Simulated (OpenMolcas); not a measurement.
A calculation on Se5+.

```json
{
 "Program": "OpenMolcas",
 "Method": "SS-CASPT2, IPEA 0.25 Eh, imaginary shift 0.1 Eh (closed shells correlated: 3d)",
 "Basis": "ANO-RCC-VQZP [7s6p4d2f1g]",
 "Scalar Hamiltonian": "DKH2, point nucleus",
 "Active space": "1 electron in 4 orbitals (4s 4p)",
 "State averaging": "2S+1 = 2 even, 1 root; 2S+1 = 2 odd, 3 roots",
 "Spin-orbit coupling": "state interaction with AMFI integrals over the reference wave functions, term energies averaged over their components"
}
```

Question: Which level of the active space comes out lowest?

Answer: 4s 2S 1/2, with 100 % of that term; it is also the measured ground level.

Question: How high does 4p 2P* 1/2 lie?

Answer: 112039 cm-1 above the lowest level; measured 112762 cm-1 above the ground level, so the calculation is off by -1 %.

Question: How high does 4p 2P* 3/2 lie?

Answer: 116980 cm-1 above the lowest level; measured 118462 cm-1 above the ground level, so the calculation is off by -1 %.

Measured values: Moore, Atomic Energy Levels, vol. II, NSRDS-NBS 35 (1971 reprint of NBS Circular 467, 1952).

With one active electron, CASPT2 adds the correlation within the correlated inactive shells and between them and that electron, and leaves the splitting within a term as the reference gives it. Computed and measured levels are paired by configuration, term and J; levels that our copy of the source lacks, or whose pairing is in doubt (as where it misses far off the trend of its configuration), stay unpaired and out of the deviations. Only configurations of the active space appear.

* marks odd parity.
